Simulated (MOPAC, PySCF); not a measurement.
[Ta(Cl)2(F)3], neutral singlet in the gas phase. 

Cartesian coordinates (Å):
```xyz
6

Ta    -0.0145    -0.0009    -0.0021
Cl    -1.5216     0.8014     1.5327
Cl    -0.9036    -0.9565    -1.8908
F      0.1067     1.6924    -0.8498
F      1.8343     0.1173     0.2709
F      0.0677    -1.6813     0.8755
```
Charge 0, multiplicity 1.

All levels are single points at this geometry (PBE-D3(BJ)/def2-SVP); Pople sets use spherical d functions. Orbital energies aren't observables, and empty levels follow the basis.

TPSSh-D3(BJ)/def2-TZVP in PySCF gives HOMO (eV) = -9.48.

Q: Estimate the HOMO (eV) from each of these levels: B3LYP-D3(BJ)/def2-TZVP in PySCF; B3LYP/6-311+G** (LANL2DZ on Ta) in PySCF; B3LYP/6-31G* (LANL2DZ on Ta) in PySCF; B3LYP/LANL2DZ in PySCF; BP86/6-31G* (LANL2DZ on Ta) in PySCF; PBE/6-31G* (LANL2DZ on Ta) in PySCF; HF/6-31G* (LANL2DZ on Ta) in PySCF; PM7 in MOPAC.

A: 
| level | HOMO (eV) |
|---|---|
| B3LYP-D3(BJ)/def2-TZVP in PySCF | -10.00 |
| B3LYP/6-311+G** (LANL2DZ on Ta) in PySCF | -10.25 |
| B3LYP/6-31G* (LANL2DZ on Ta) in PySCF | -10.02 |
| B3LYP/LANL2DZ in PySCF | -10.49 |
| BP86/6-31G* (LANL2DZ on Ta) in PySCF | -8.87 |
| PBE/6-31G* (LANL2DZ on Ta) in PySCF | -8.77 |
| HF/6-31G* (LANL2DZ on Ta) in PySCF | -13.93 |
| PM7 in MOPAC | -11.06 |
